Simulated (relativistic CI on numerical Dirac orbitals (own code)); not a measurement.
Ions with 22 electrons, Ti to Rb¹⁵⁺

Method of calculation: Dirac-Coulomb-Breit CI, orbitals from a KLI potential per configuration, model QED (radiative potential, 1s self-energy scaled to tabulated hydrogen-like ionisation energies), valence Slater integrals scaled by 0.9, P86 correlation energy added to each configuration (own radial code, finite nucleus).

CI space (outside the closed core [Ne]): 3s2 3p6 3d4, 3s2 3p6 3d2 4s2, 3s2 3p5 3d5, 3s 3p6 3d5, 3s2 3p6 3d3 4s, 3p6 3d6, 3s2 3p6 3d3 4p. Levels of other configurations are missing.

Energies above each ion's lowest level, in eV. Levels are followed by their leading LS label, which can pass from one level to another where the coupling changes.

```tsv
Ion	3s2 3p6 3d4 5D_0	3s2 3p6 3d4 5D_1	3s2 3p6 3d4 5D_2	3s2 3p6 3d4 5D_3	3s2 3p6 3d4 5D_4
Ti					
V⁺	0	0.0039288	0.01165	0.022924	0.037446
Cr²⁺	0	0.0071087	0.020984	0.04105	0.066614
Mn³⁺	?	?	?	?	?
Fe⁴⁺	0	0.017066	0.04982	0.096194	0.15399
Co⁵⁺	0	0.024417	0.070763	0.13554	0.21529
Ni⁶⁺	0	0.0339	0.097379	0.18482	0.29103
Cu⁷⁺	0	0.046069	0.13093	0.24589	0.3835
Zn⁸⁺	0	0.061639	0.17295	0.32092	0.49525
Ga⁹⁺	0	0.081531	0.22532	0.41243	0.62912
Ge¹⁰⁺	0	0.10694	0.29032	0.52336	0.78829
As¹¹⁺	0	0.13941	0.37075	0.65715	0.97629
Se¹²⁺	0	0.18094	0.47001	0.81781	1.1971
Br¹³⁺	0	0.23404	0.59221	1.01	1.4552
Kr¹⁴⁺	0	0.30188	0.74226	1.2392	1.7554
Rb¹⁵⁺	0	0.38835	0.92592	1.5115	2.1031
```

Problem. Fill in the row of Mn³⁺.

Solution. 3s2 3p6 3d4 5D_0 0, 3s2 3p6 3d4 5D_1 0.01141, 3s2 3p6 3d4 5D_2 0.03351, 3s2 3p6 3d4 5D_3 0.065153, 3s2 3p6 3d4 5D_4 0.10504 (eV).

In the calculation the lowest level changes from 3s2 3p6 3d2 4s2 3F_2 to 3s2 3p6 3d4 5D_0 at V⁺.

Between Z = 34 and 37 the energy of 3s2 3p6 3d4 5D_1 follows a local power law Z^9.0. For orientation: electrostatic splittings inside a shell grow about linearly with the screened charge, excitations that change n as its square, and fine structure as its fourth power; written in Z itself the exponents are larger, since the screened charge grows faster in proportion.

The members near neutrality are the least accurate: they can be off by several eV, miss lower levels of configurations outside the list, or start from a wrong lowest level.
